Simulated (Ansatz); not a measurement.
Steps of a relaxation of C$_{2}$H$_{6}$BFSe with RKS PBE-D4/def2-SVP.

```sh
$ ansatz run in.yaml --threads 4 --pin off --events-out ev --progress --plain --max-ram 10444MiB
```

```yaml
crystal:
  periodic: [false, false, false]
  atoms:
    - {symbol: B, position_ang: [-1.345000, 1.680700, 0.334300]}
    - {symbol: C, position_ang: [-0.646100, 0.416200, -0.173600]}
    - {symbol: F, position_ang: [-0.465200, 0.499400, -1.550700]}
    - {symbol: Se, position_ang: [1.143300, 0.285100, 0.744400]}
    - {symbol: C, position_ang: [1.432700, -1.490000, -0.028600]}
    - {symbol: H, position_ang: [-1.677400, 2.594500, -0.445500]}
    - {symbol: H, position_ang: [-1.654900, 1.847400, 1.465900]}
    - {symbol: H, position_ang: [-1.232100, -0.449800, 0.048100]}
    - {symbol: H, position_ang: [0.636700, -2.176900, 0.329100]}
    - {symbol: H, position_ang: [2.407600, -1.849100, 0.393600]}
    - {symbol: H, position_ang: [1.465800, -1.414600, -1.096400]}
basis:
  gaussian: {orbitals: def2-SVP}
hamiltonian: {xc: pbe, dispersion: d4}
relax: {f_tol: 0.03, max_steps: 200}
```

Positions (Å) and forces (eV/Å) along the path, 13 of 35 steps:

```xyz
11
step=1 energy=-70884.6964 eV
B    -1.345    1.681    0.334   -0.597    1.247   -0.494
C    -0.646    0.416   -0.174    1.052    1.816   -0.640
F    -0.465    0.499   -1.551    0.166   -0.499   -0.262
Se    1.143    0.285    0.744   -0.637   -0.151   -0.147
C     1.433   -1.490   -0.029    0.552   -0.422    1.706
H    -1.677    2.595   -0.446    0.327   -0.527    0.266
H    -1.655    1.847    1.466   -0.072   -0.123    0.793
H    -1.232   -0.450    0.048   -0.568   -1.532    0.475
H     0.637   -2.177    0.329    0.068    0.078   -0.163
H     2.408   -1.849    0.394   -0.323    0.100   -0.348
H     1.466   -1.415   -1.096    0.030    0.014   -1.186
11
step=3 energy=-70884.8937 eV
B    -1.363    1.757    0.330   -0.217    0.122   -0.112
C    -0.679    0.470   -0.206    0.125   -0.168   -0.221
F    -0.483    0.429   -1.589   -0.026    0.006    0.273
Se    1.056    0.253    0.761   -0.035   -0.059   -0.051
C     1.452   -1.514   -0.009    0.042    0.014    0.129
H    -1.630    2.662   -0.440    0.081   -0.010    0.072
H    -1.676    1.839    1.501    0.078   -0.051    0.003
H    -1.247   -0.448    0.087   -0.018    0.066   -0.002
H     0.704   -2.266    0.313   -0.005    0.061   -0.017
H     2.446   -1.804    0.383   -0.012    0.016   -0.061
H     1.485   -1.435   -1.110   -0.012    0.004   -0.014
11
step=5 energy=-70884.9041 eV
B    -1.361    1.754    0.308    0.034   -0.002    0.032
C    -0.685    0.452   -0.211   -0.076   -0.010   -0.023
F    -0.451    0.392   -1.577    0.003    0.007   -0.006
Se    1.025    0.239    0.803   -0.020    0.013    0.015
C     1.445   -1.502    0.001    0.026   -0.030   -0.032
H    -1.566    2.694   -0.432    0.015   -0.002   -0.005
H    -1.676    1.803    1.481   -0.006    0.007   -0.014
H    -1.285   -0.446    0.079    0.029   -0.003    0.005
H     0.738   -2.278    0.352    0.026    0.019   -0.002
H     2.475   -1.760    0.319   -0.034    0.006   -0.019
H     1.406   -1.405   -1.101    0.003   -0.005    0.049
11
step=7 energy=-70884.9116 eV
B    -1.313    1.752    0.294    0.197    0.157   -0.209
C    -0.805    0.360   -0.204   -0.263    0.262    0.027
F    -0.511    0.281   -1.555    0.012   -0.088    0.073
Se    0.878    0.194    0.897    0.077   -0.109    0.036
C     1.453   -1.460   -0.008    0.048    0.001    0.102
H    -1.256    2.747   -0.433   -0.050   -0.388    0.230
H    -1.692    1.839    1.447    0.004    0.016   -0.055
H    -1.423   -0.519    0.092    0.039    0.021   -0.097
H     0.856   -2.331    0.337    0.027    0.122   -0.061
H     2.520   -1.612    0.250   -0.048    0.032    0.012
H     1.358   -1.307   -1.096   -0.042   -0.026   -0.058
11
step=9 energy=-70884.9630 eV
B    -1.252    1.756    0.272    0.474   -0.497    0.058
C    -0.918    0.284   -0.169   -0.290    0.307    0.063
F    -0.534    0.130   -1.492   -0.106    0.003    0.194
Se    0.712    0.079    1.049   -0.057   -0.155   -0.227
C     1.473   -1.402   -0.033   -0.009   -0.016    0.104
H    -1.084    2.682   -0.488   -0.028    0.044   -0.097
H    -1.577    1.950    1.432   -0.032   -0.056   -0.099
H    -1.614   -0.542    0.106    0.074    0.068   -0.075
H     0.929   -2.347    0.211    0.171    0.277   -0.108
H     2.544   -1.490    0.245   -0.153    0.015    0.000
H     1.386   -1.157   -1.112   -0.043    0.009    0.187
11
step=10 energy=-70885.0272 eV
B    -1.107    1.744    0.276   -0.099   -1.168   -0.085
C    -1.033    0.205   -0.160   -0.221    0.913    0.170
F    -0.612   -0.001   -1.464   -0.172   -0.055    0.303
Se    0.554   -0.009    1.133   -0.008   -0.256   -0.456
C     1.491   -1.340   -0.040   -0.117   -0.035    0.098
H    -0.916    2.629   -0.528    0.241   -0.014   -0.019
H    -1.476    1.994    1.419    0.170   -0.103   -0.158
H    -1.809   -0.553    0.107    0.215    0.203   -0.087
H     1.004   -2.342    0.118    0.293    0.556   -0.101
H     2.562   -1.366    0.262   -0.256    0.011    0.001
H     1.406   -1.019   -1.104   -0.044   -0.053    0.334
11
step=11 energy=-70885.1289 eV
B    -1.092    1.706    0.265    0.562   -0.774   -0.182
C    -1.114    0.175   -0.174   -0.225    0.726    0.080
F    -0.698   -0.070   -1.466   -0.171   -0.057    0.108
Se    0.472   -0.027    1.103    0.039   -0.036    0.093
C     1.498   -1.288   -0.035   -0.219   -0.023   -0.092
H    -0.729    2.583   -0.511   -0.091   -0.272    0.146
H    -1.389    1.966    1.424   -0.080   -0.052   -0.162
H    -1.901   -0.559    0.114    0.126    0.141   -0.075
H     1.046   -2.303    0.096    0.211    0.352   -0.079
H     2.559   -1.286    0.294   -0.188    0.073    0.011
H     1.414   -0.954   -1.089    0.036   -0.079    0.153
11
step=15 energy=-70885.5273 eV
B    -0.753    1.476    0.267   -0.086   -0.059    0.126
C    -1.325    0.109   -0.202   -0.007    0.078   -0.088
F    -0.977   -0.383   -1.423   -0.053   -0.050    0.037
Se    0.200   -0.224    1.220    0.094   -0.106   -0.039
C     1.454   -1.059   -0.045    0.000   -0.076    0.050
H    -0.070    2.175   -0.459    0.019   -0.120    0.050
H    -1.285    1.922    1.277   -0.017    0.073   -0.135
H    -2.232   -0.410    0.169    0.064    0.099    0.008
H     1.224   -2.142   -0.081    0.032    0.061   -0.041
H     2.477   -0.907    0.348   -0.006    0.047   -0.010
H     1.353   -0.614   -1.050   -0.041    0.053    0.044
11
step=17 energy=-70885.5666 eV
B    -0.660    1.381    0.263   -0.141    0.064    0.047
C    -1.363    0.063   -0.174   -0.021   -0.150   -0.016
F    -1.091   -0.550   -1.361   -0.087    0.135    0.205
Se    0.083   -0.424    1.290    0.078    0.196   -0.427
C     1.428   -0.964   -0.050    0.092   -0.152   -0.090
H     0.195    1.882   -0.455   -0.068   -0.112    0.185
H    -1.247    2.034    1.124    0.156   -0.118   -0.146
H    -2.328   -0.303    0.236    0.087    0.045   -0.083
H     1.287   -2.041   -0.300    0.030    0.310    0.045
H     2.424   -0.804    0.407   -0.046   -0.042    0.009
H     1.337   -0.330   -0.960   -0.081   -0.177    0.271
11
step=26 energy=-70885.5893 eV
B    -0.659    1.382    0.295    0.010   -0.036   -0.015
C    -1.375    0.096   -0.204   -0.015    0.012   -0.040
F    -1.110   -0.447   -1.421   -0.012    0.019    0.054
Se    0.056   -0.448    1.238   -0.006   -0.019    0.030
C     1.439   -0.992   -0.043    0.106    0.010   -0.133
H     0.222    1.875   -0.383   -0.012    0.006    0.022
H    -1.214    2.006    1.182    0.012    0.013   -0.003
H    -2.345   -0.278    0.179    0.009   -0.006   -0.015
H     1.443   -2.100   -0.127    0.012    0.194    0.028
H     2.419   -0.619    0.327   -0.196   -0.072   -0.094
H     1.189   -0.532   -1.023    0.093   -0.120    0.167
11
step=32 energy=-70885.6086 eV rejected
B    -0.613    1.366    0.393    0.001    0.010   -0.005
C    -1.365    0.181   -0.268   -0.039    0.032   -0.005
F    -1.061   -0.258   -1.517    0.007   -0.016    0.026
Se   -0.036   -0.574    1.188   -0.005   -0.008    0.018
C     1.402   -1.032   -0.062    0.201   -0.074   -0.152
H     0.331    1.865   -0.189    0.004    0.004    0.003
H    -1.178    1.948    1.302   -0.005   -0.015   -0.007
H    -2.367   -0.185    0.029    0.009    0.002   -0.006
H     1.830   -2.009    0.269   -0.132    0.292   -0.135
H     2.178   -0.233   -0.047   -0.228   -0.247   -0.039
H     0.947   -1.127   -1.077    0.188    0.020    0.303
11
step=33 energy=-70885.6145 eV
B    -0.618    1.368    0.381    0.003   -0.002   -0.009
C    -1.371    0.173   -0.260    0.004    0.006   -0.012
F    -1.073   -0.284   -1.504   -0.005    0.004    0.005
Se   -0.026   -0.561    1.194   -0.001   -0.009    0.010
C     1.410   -1.027   -0.058    0.044   -0.002   -0.028
H     0.319    1.866   -0.213    0.000    0.004    0.001
H    -1.182    1.955    1.287    0.000   -0.006    0.000
H    -2.370   -0.193    0.047    0.004   -0.002    0.003
H     1.784   -2.031    0.220   -0.022    0.051   -0.017
H     2.217   -0.273    0.005   -0.053   -0.044   -0.012
H     0.976   -1.050   -1.077    0.027   -0.002    0.059
11
step=35 energy=-70885.6149 eV
B    -0.616    1.368    0.386    0.006    0.003   -0.003
C    -1.369    0.179   -0.265    0.007    0.000   -0.006
F    -1.067   -0.271   -1.510    0.000   -0.003    0.001
Se   -0.030   -0.568    1.191   -0.007   -0.003    0.019
C     1.407   -1.031   -0.060   -0.008    0.005   -0.003
H     0.326    1.869   -0.198   -0.004    0.000   -0.002
H    -1.184    1.950    1.293    0.002   -0.005    0.006
H    -2.368   -0.188    0.039   -0.003    0.001   -0.001
H     1.808   -2.016    0.242   -0.004   -0.003    0.004
H     2.193   -0.257   -0.027    0.007    0.007   -0.003
H     0.965   -1.094   -1.072    0.004   -0.001   -0.009
```

It took 43 s on 4 threads of an Intel Xeon on a shared host, with 0.2 GiB of host memory at the peak.
